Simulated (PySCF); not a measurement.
**Dipole moment and polarisability of `N#C[C@]12C[C@@H]3[C@H](C1)[C@@H]32`**

Compound: C7H7N.
Atom-mapped SMILES: `[N:1]#[C:2][C@:3]12[CH2:4][C@@H:5]3[C@H:6]([CH2:7]1)[C@H:8]23` (hydrogens: H9, H10 on C4; H11 on C5; H12 on C6; H13, H14 on C7; H15 on C8)

Geometry (GFN2-xTB, Å), atoms numbered from 1 in this order:
```
atom  x, y, z in Å
N1    -1.4522    2.7084   -1.2484
C2    -0.9375    1.7642   -0.8535
C3    -0.3077    0.5994   -0.3425
C4     1.2304    0.4578   -0.3315
C5     1.0224   -0.4582    0.8573
C6    -0.2410   -1.2587    0.5898
C7    -0.7759   -0.8134   -0.7559
C8    -0.3254    0.1291    1.1507
H9     1.7312    1.3840   -0.0560
H10    1.6845    0.0432   -1.2319
H11    1.7746   -0.7818    1.5562
H12   -0.4501   -2.1911    1.0855
H13   -0.3228   -1.2288   -1.6565
H14   -1.8600   -0.8911   -0.8154
H15   -0.7749    0.5450    2.0301
```

Level: PBE0/def2-SVPD (PySCF), static field, nuclei fixed, core orbitals frozen in the response. The polarisability tensor in these axes (au):

```
x   72.19 -6.64  5.10
y   -6.64 82.28 -8.21
z    5.10 -8.21 69.55
```

**Question.** Diagonalise the tensor; give its mean and Δα, where Δα² is half the sum of the squared differences of the eigenvalues.

**Answer.** Principal values 64.86, 69.06 and 90.09 au; mean 74.67 au = 11.07 Å³ = 12.31 × 10⁻⁴⁰ C²·m²/J; Δα = 23.41 au (31 % of the mean).

**Question.** What is the dipole moment, and where does it point?

**Answer.** (1.88, -3.59, 1.84) D, 4.45 D in size, pointing from the negative to the positive side. Measured along this direction, the outermost atoms are N1 at the negative end and H11 and H12 at the positive end.

**Question.** Sum over states: ᾱ = Σ f/ω², ω in Eh. What share falls to these 8 lowest TDDFT singlets (eV, f)? 6.77, 0.0011; 7.19, 0.0002; 7.38, 0.0110; 7.47, 0.0004; 7.60, 0.0195; 7.64, 0.0016; 7.78, 0.0173; 7.85, 0.0038.

**Answer.** They add up to 0.70 au, 0.9 % of the 74.67 au; the largest single term is 0.25 au, from the state at 7.60 eV. Terms in order: 0.02, 0.00, 0.15, 0.00, 0.25, 0.02, 0.21, 0.05 au. Higher excitations give the rest. The strengths listed sum to 0.055.

**Question.** What would n − 1 = 2πNα be for an ideal gas of these molecules at 500 K and 1 atm, electronic part alone?

**Answer.** N = p/kT = 1.4678 × 10¹⁹ cm⁻³, so n − 1 = 2π × N × 11.07 × 10⁻²⁴ cm³ = 1020 × 10⁻⁶ at long wavelengths, for an ideal gas.

**Question.** Orientational against electronic polarisability at 350 K (dilute gas, rigid molecules)?

**Answer.** In Gaussian units μ²/3kT = 136.50 Å³ against 11.07 Å³, a ratio of 12.34; the Debye molar polarisation (4π/3)N_A(α + μ²/3kT) is 372.2 cm³/mol, leaving out the vibrational part.

Isolated species at its GFN2-xTB geometry, gas phase.

These values come from a run that also computed excited states. The run took 34 s on an x86-64 server with one thread, on a shared host.
